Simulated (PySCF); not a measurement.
Exercise with solution: oscillator strength and radiative lifetime

Si(F)(Cl)(OMe)(NH2) (CH5ClFNOSi), SMILES F[Si](OC)(Cl)N.

Geometry: B3LYP-D3(BJ)/def2-SVP. The structure was generated by enumeration, and PubChem lists no compound with its InChIKey, so it may never have been made. Other conformers were not sampled.

PySCF with TDDFT-PBE/def2-SVPD puts the first singlet state with f over 0.02 at 6.29 eV (vertical), with the transition dipole (0.255, 0.276, 0.122) in atomic units.

**Question.** Find the oscillator strength, the wavelength and the radiative lifetime that this transition would have in vacuum if emission retraced absorption.

**Answer.** 
|μ|² = 0.1561 au, so |μ| = 1.00 D. ΔE = 6.29/27.211 = 0.2312 hartree. f = (2/3) ΔE |μ|² = 0.024 (the program prints 0.024).
λ = 1239.84/6.29 = 197 nm; ν = 50732 cm⁻¹.
Einstein's coefficient A = 0.6670 ν² f s⁻¹ (ν in cm⁻¹) = 4.1e7 s⁻¹, so τ = 1/A = 24 ns. This state is S1. The figure is the radiative limit of this one transition; relaxation, internal conversion, crossing to triplets and a medium change what is measured.
